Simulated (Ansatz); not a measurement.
Reaction: SiAsH5 (SMILES [AsH2][SiH3]) + H+ → SiAsH6+ (SMILES [AsH3+][SiH3])
Each species at its own B3LYP-D3(BJ)/def2-TZVP minimum (Ansatz, an electronic-structure program).

Total energies in hartree (Ansatz). UHF or UKS for unpaired electrons; spin-orbit terms are left out. Cores are frozen in correlated methods (noble-gas shells, and filled d and f shells in the p block). No relativity.

```tsv
species	HF/def2-TZVPP	CCSD(T)/def2-TZVPP	HF/def2-QZVPP	CCSD(T)/def2-QZVPP	CCSDT(Q)/def2-TZVPP
1: SiAsH5 (silylarsane, SMILES [SiH3][AsH2])	-2526.05022	-2526.38634	-2526.10471	-2526.45828	-2526.38818
2: SiAsH6+ (SMILES [SiH3][AsH3+])	-2526.37710	-2526.70454	-2526.43208	-2526.77581	-2526.70620
```

Task: Work out the proton affinity (electronic), positive where energy is released in kJ/mol: take Hartree-Fock from def2-QZVPP, extrapolate the CCSD(T) correlation energy as X^-3 (X = 3, 4), and add CCSDT(Q) - CCSD(T) in def2-TZVPP. 1 hartree = 2625.5 kJ/mol.

Result: 
Species 1: correlation (64·(-0.35357) - 27·(-0.33612))/37 = -0.36630; step -0.00184; E1 = -2526.10471 + (-0.36630) + (-0.00184) = -2526.47285
H+ has no electrons: E = 0
Species 2: correlation (64·(-0.34373) - 27·(-0.32744))/37 = -0.35562; step -0.00166; E2 = -2526.43208 + (-0.35562) + (-0.00166) = -2526.78936
+1·E1 -1·E2 = 0.31651 hartree = 831.0 kJ/mol.
